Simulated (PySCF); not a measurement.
# ZnS⁻: a base run and its variants

Base input, run as `python input.py` with PySCF 2.14:

```python
from pyscf import gto, scf, mp

mol = gto.M(
    atom='Zn 0 0 0; S 0 0 1.904',
    basis='pcseg-1',
    charge=-1,
    spin=1,
    verbose=4,
)
mf = scf.UHF(mol)
mf.kernel()
mp.MP2(mf, frozen=10).kernel()
mf.dip_moment()
print('orbital energies (hartree):', [e[max(0, n-3):n+3].round(4) for e, n in zip(mf.mo_energy, mol.nelec)])
```

Base result: E(SCF) = -2175.061596 Eh, 13 cycles, E(MP2) − E(SCF) = -0.42981 Eh, ⟨S²⟩ = 0.757. The basis has no diffuse functions, which an anion needs. The bond length is a typed value, not an optimised one. The dipole of an ion depends on the origin. No search for the lowest solution was made.

Wall time 1.8 s on one thread of a shared host.

Each row names what differs from the base; energies in brackets are changes from the base.

| change | result |
| --- | --- |
| step after the SCF: mp2 → optimize | E(SCF) = -2175.061596 Eh (+0.0000 eV), 13 cycles, ⟨S²⟩ = 0.757, all at the start geometry; optimised bond 2.191 Å with E = -2175.088486 Eh after 7 steps |
| length unit: angstrom → bohr [unsound on purpose] | E(SCF) = -2172.362102 Eh (+73.4570 eV), 12 cycles, E(MP2) − E(SCF) = -0.44478 Eh, ⟨S²⟩ = 0.756 |
| basis set: pcseg-1 → 6-31g* [no diffuse functions for the anion] | E(SCF) = -2175.003916 Eh (+1.5695 eV), 14 cycles, E(MP2) − E(SCF) = -0.41176 Eh, ⟨S²⟩ = 0.761 |
| geometry: bond 1.904 → bond 0 [unsound on purpose] | stops with RuntimeError (Ill geometry) |
| PCM solvent, dielectric constant: none → 2.27; step after the SCF: mp2 → analyze | E(SCF) = -2175.123387 Eh (-1.6814 eV), 12 cycles, ⟨S²⟩ = 0.756 |
| basis set: pcseg-1 → crenbl; core potential: off → on; frozen orbitals: 10 → 0 [no diffuse functions for the anion] | E(SCF) = -235.002102 Eh, 11 cycles, E(MP2) − E(SCF) = -0.61094 Eh, ⟨S²⟩ = 0.762 |
| geometry: bond 1.904 → bond 3.808 | E(SCF) = -2175.068873 Eh (-0.1980 eV), 13 cycles, E(MP2) − E(SCF) = -0.38999 Eh, ⟨S²⟩ = 0.756 |
| geometry: bond 1.904 → bond 1.961 | E(SCF) = -2175.073108 Eh (-0.3133 eV), 13 cycles, E(MP2) − E(SCF) = -0.42773 Eh, ⟨S²⟩ = 0.758 |
| initial guess: minao → sap | E(SCF) = -2175.061596 Eh (+0.0000 eV), 13 cycles, E(MP2) − E(SCF) = -0.42981 Eh, ⟨S²⟩ = 0.757 |
| geometry: bond 1.904 → bond 1.771 | E(SCF) = -2175.013921 Eh (+1.2973 eV), 12 cycles, E(MP2) − E(SCF) = -0.43534 Eh, ⟨S²⟩ = 0.757 |
| PCM solvent, dielectric constant: none → 32.6; step after the SCF: mp2 → analyze | E(SCF) = -2175.172522 Eh (-3.0185 eV), 12 cycles, ⟨S²⟩ = 0.755 |
| geometry: bond 1.904 → bond 2.856 | E(SCF) = -2175.076609 Eh (-0.4085 eV), 13 cycles, E(MP2) − E(SCF) = -0.39637 Eh, ⟨S²⟩ = 0.770 |
| geometry: bond 1.904 → bond 5.712 | E(SCF) = -2175.064908 Eh (-0.0901 eV), 13 cycles, E(MP2) − E(SCF) = -0.38908 Eh, ⟨S²⟩ = 0.755 |
| geometry: bond 1.904 → bond 2.38 | E(SCF) = -2175.085156 Eh (-0.6411 eV), 13 cycles, E(MP2) − E(SCF) = -0.41276 Eh, ⟨S²⟩ = 0.783 |
| PCM solvent, dielectric constant: none → 20.5; step after the SCF: mp2 → analyze | E(SCF) = -2175.170267 Eh (-2.9571 eV), 12 cycles, ⟨S²⟩ = 0.755 |
| basis set: pcseg-1 → sbkjc; core potential: off → on; frozen orbitals: 10 → 0 [no diffuse functions for the anion] | E(SCF) = -234.882061 Eh, E(MP2) − E(SCF) = -0.47558 Eh, ⟨S²⟩ = 0.760 |
| step after the SCF: mp2 → gradient | E(SCF) = -2175.061596 Eh (+0.0000 eV), 13 cycles, ⟨S²⟩ = 0.757, gradient on the second atom -0.1276 Eh/bohr |
| geometry: bond 1.904 → bond 2.132 | E(SCF) = -2175.087805 Eh (-0.7132 eV), 13 cycles, E(MP2) − E(SCF) = -0.42228 Eh, ⟨S²⟩ = 0.764 |
| basis set: pcseg-1 → 6-31g(3d) [unsound on purpose] [no diffuse functions for the anion] | stops with BasisNotFoundError (Basis set not found for Zn in 6-31g(3d)) |
| spin-free X2C: off → on [basis contracted without relativity] | E(SCF) = -2189.282178 Eh, 13 cycles, E(MP2) − E(SCF) = -0.42854 Eh, ⟨S²⟩ = 0.758 |

Task: Order these changes by how far they move the SCF energy from the base, largest first: (1) PCM solvent, dielectric constant: none → 2.27; step after the SCF: mp2 → analyze; (2) PCM solvent, dielectric constant: none → 20.5; step after the SCF: mp2 → analyze; (3) PCM solvent, dielectric constant: none → 32.6; step after the SCF: mp2 → analyze; (4) geometry: bond 1.904 → bond 1.771.

Result: (3) -3.0185 eV, (2) -2.9571 eV, (1) -1.6814 eV, (4) +1.2973 eV.
